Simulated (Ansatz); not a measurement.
The same path of C₂H₇GaO (11 atoms, charge 0, multiplicity 1) was run twice with different band settings. Lost on the way: Ga1–O2, Ga1–H4. Made: O2–H4.

Computed with RKS PBE/def2-mTZVP (Ansatz 0.2.0).

Relaxed end points:

```xyz
11
Properties=species:S:1:pos:R:3
Ga -0.694 -0.329 0.148
O 0.991 0.326 -0.012
C 2.038 -0.023 0.884
H -0.900 -1.316 1.370
C -1.931 0.326 -1.238
H 1.720 -0.727 1.677
H 2.433 0.884 1.374
H 2.868 -0.493 0.328
H -2.287 -0.504 -1.864
H -2.814 0.799 -0.787
H -1.425 1.057 -1.880
```

```xyz
11
Properties=species:S:1:pos:R:3
Ga -1.897 -0.914 0.347
O 0.300 -0.489 1.273
C 1.534 -0.111 0.628
H 0.469 -1.227 1.888
C -1.532 0.479 -1.150
H 2.259 0.277 1.360
H 1.280 0.683 -0.083
H 1.980 -0.954 0.077
H -0.753 0.134 -1.855
H -2.442 0.671 -1.746
H -1.199 1.450 -0.739
```

Common settings: movable images 7; climbing image yes; optimiser quadratic models (default); start path through a guess of the saddle point; force threshold 0.05 eV/Å; iteration limit 60; end points relaxed.

| run | spring |
| --- | --- |
| 1 | 5.0 eV/Å² |
| 2 | 50.0 eV/Å² |

Problem. What does each run give, and how far can it be trusted?

Solution. Run 1: converged after 26 iterations, highest image 2.127 eV above the first end. Beside the main top the profile has a ripple of under 15 meV (maxima at images 1, 4), which may be a very shallow well or noise. Neighbouring images differ by up to 1.8 eV, so the band resolves the path poorly. A vibrational analysis at the climbing image gives one clearly imaginary mode, 1186i cm⁻¹: a first-order saddle point.
Run 2: converged after 34 iterations, highest image 2.127 eV above the first end. The profile has 2 maxima (images 2, 4) with wells between them (image 3): this band takes more than one step, which may be the mechanism or a detour left from its start path. Neighbouring images differ by up to 2.1 eV, so the band resolves the path poorly. Another band between the same ends (7 images) ends at a top of the same energy, where a vibrational analysis finds 1 clearly imaginary mode.
The orbitals stay closed-shell, which can raise the energy where a bond breaks towards radicals; this wasn't checked here.
